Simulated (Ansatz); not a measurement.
`[CH3][GeH2][I]` + HBr → `[CH3][GeH2][Br]` + HI at 600 K and 1 bar (ligand exchange at a Ge–I bond).

Program: Ansatz. Geometries: PBE0-D4/def2-TZVP. ΔE: electronic, gas phase. CCSD(T)/CBS is the MP2 limit (def2-TZVPP, def2-QZVPP) plus CCSD(T) − MP2 in def2-TZVPP, frozen cores. def2 core potentials past Kr. For Br, Ge, I outer-core shells are correlated without core-valence functions, which leaves a few kJ/mol of doubt a bond. Scalar relativity is left out up to krypton.

| species | CCSD(T)/CBS energy (Eh) | H − E (kJ/mol) | S (J/(mol·K)) |
| --- | --- | --- | --- |
| `[CH3][GeH2][I]` | -2414.65603 | 187.4 | 402.5 |
| HBr | -2573.91920 | 33.5 | 219.1 |
| `[CH3][GeH2][Br]` | -4690.53762 | 187.7 | 394.2 |
| HI | -298.03592 | 31.6 | 227.0 |

H − E and S are ideal-gas, rigid-rotor, harmonic terms from PBE0-D4/def2-TZVP. 1 Eh = 2625.50 kJ/mol, R = 8.31446 J/(mol·K).

By hand: ΔE, ΔH, ΔS and ΔG.

ΔE = (-4690.53762) + (-298.03592) − (-2414.65603) − (-2573.91920) = 0.00169 Eh = 4.4 kJ/mol. Δ(H − E) = 187.7 + 31.6 − 187.4 − 33.5 = -1.6, so ΔH = 2.8 kJ/mol. ΔS = 394.2 + 227.0 − 402.5 − 219.1 = -0.4 J/(mol·K). ΔG = 2.8 − 600 × (-0.4)/1000 = 3.0 kJ/mol.

By hand: the equilibrium constant, and the temperature at which ΔG would vanish if ΔH and ΔS stayed fixed.

log₁₀ K = −ΔG/(RT ln 10) = -0.3. ΔH and −TΔS have one sign here, so there is no such temperature.

The number of gas molecules stays the same, so ΔS is small and ΔH decides. The sign of ΔG lies within the doubt. A doubt of 5 kJ/mol in ΔE shifts log₁₀ K by 0.4 here. These are equilibria of isolated gas molecules and say nothing of rates. Largest T1 diagnostic: 0.009 (customary marks: 0.02 for closed shells, 0.045 for open ones).

ΔS is within the doubt of such terms, so its sign, and with it that verdict, could turn.
